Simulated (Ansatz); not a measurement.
**A ladder of methods for SnTe (SMILES [Sn][Te])**

SnTe has 2 atoms, charge 0, and is taken as a singlet. As SMILES, `[Sn][Te]`. The shape comes from GFN2-xTB, which is rough for such elements, and wasn't checked as a minimum.

```xyz
2

Sn    0.0000    0.0000    0.0000
Te    0.0000    0.0000    2.5368
```

Each level gives the electronic atomisation energy (eV). The values are calculated. Electronic energies at fixed atoms, without zero-point motion or spin-orbit coupling.

| level | kind | program | value (eV) | less FCI/STO-3G | CPU time (all runs) |
| --- | --- | --- | --- | --- | --- |
| HF/STO-3G | Hartree–Fock | Ansatz | 3.44 | -1.65 | 0.87 s |
| PBE/STO-3G | GGA | Ansatz | 6.43 | +1.34 | 3.2 s |
| r2SCAN/STO-3G | meta-GGA | Ansatz | 6.19 | +1.10 | 14 s |
| PBE0/STO-3G | global hybrid | Ansatz | 5.92 | +0.83 | 2.4 s |
| wB97M-V/STO-3G | range-separated hybrid | Ansatz | 6.01 | +0.92 | 18 s |
| wB97X/STO-3G | range-separated hybrid | Ansatz | 5.32 | +0.23 | 10 s |
| B2PLYP/STO-3G | double hybrid | Ansatz | 5.59 | +0.50 | 3.1 s |
| CCSDTQ/STO-3G | coupled cluster or CI | Ansatz | 5.10 | +0.01 | 41 s |
| FCI/STO-3G | exact in the basis | Ansatz | 5.09 | 0.00 | 1.6 s |

FCI/STO-3G is exact within its basis and frozen core, so for wave-function methods in that basis the difference is their error; functionals converge differently with the basis, so for them it is only a difference. All-electron rows without a relativistic Hamiltonian named are non-relativistic. The values span 3.44 to 6.43 eV. All rows use very small basis sets, so none should be taken for the real molecule's value. In the correlated wave-function rows the outer d shell of Sn, Te is correlated, in sets not made for it. In so small a basis fixed costs decide the times, and correlated methods can beat functionals. CPU times are rough (shared hosts, several kinds of processor and program).
